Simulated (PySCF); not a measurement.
A structure optimised at r2SCAN-D4/def2-SVP, used in a PySCF frequency run:

```
C
O 1 1.4034
C 2 1.3971 1 112.86
H 3 1.1002 2 108.06 1 179.97
H 3 1.1113 4 108.55 2 -121.73
H 3 1.1113 4 108.55 5 -116.52
H 1 1.1176 2 111.39 3 -57.78
H 1 1.1190 7 103.71 2 -119.73
B 1 1.5794 7 108.96 8 -114.21
O 9 1.3574 1 117.80 7 -131.05
H 10 0.9658 9 112.62 1 -179.17
C 9 1.5804 10 122.42 11 1.83
H 12 1.1017 9 113.05 10 -153.08
H 12 1.1031 13 108.21 9 -126.88
H 12 1.1061 13 106.11 14 -114.20
```

Write its SMILES and formula.

COCB(C)O, C₃H₉BO₂

What are its rotational constants (standard atomic weights)?

7.7133, 1.8092, 1.5082 GHz
